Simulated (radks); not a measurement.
Question: All-electron atom: Tl30+ in [Kr] 4d10 4f5. All-electron calculation, scalar-relativistic Kohn-Sham, LDA (Slater exchange, Perdew-Wang correlation), spin-polarised, spherical densities, finite nucleus; open shells are filled with parallel spins first (spin-orbit coupling, left out, can overturn this in heavy ions); Fermi nuclear charge, rms radius 5.4759 fm. Program: a radial shooting solver on a logarithmic mesh with Libxc functionals. Some entries of the table are withheld. Estimate them.

orbital  occ.  eigenvalue (eV)  <1/r> (bohr^-1)
1s down     1        -86559.27            99.30
1s up       1        -86559.25            99.30
2s up       1        -16275.01            23.31
2s down     1        -16274.65            23.31
2p up       3        -14154.96            20.59
2p down     3        -14154.68            20.59
3s up       1        -4679.465            8.662
3s down     1        -4673.209            8.671
3p up       3        -4068.271            7.868
3p down     3        -4061.931            7.877
3d up       5        -3434.725            7.390
3d down     5        -3429.760            7.398
4s up       1              (1)              (2)
4s down     1              (3)              (4)
4p up       3        -1569.452            3.566
4p down     3        -1560.922            3.558
4d up       5              (5)            3.286
4d down     5              (6)            3.277
4f up       5        -1069.793            3.018
4f down     0        -1060.393            3.011

Answer: 
(1) 4s up eigenvalue (eV): -1780.985
(2) 4s up <1/r> (bohr^-1): 3.904
(3) 4s down eigenvalue (eV): -1772.004
(4) 4s down <1/r> (bohr^-1): 3.897
(5) 4d up eigenvalue (eV): -1326.858
(6) 4d down eigenvalue (eV): -1318.456
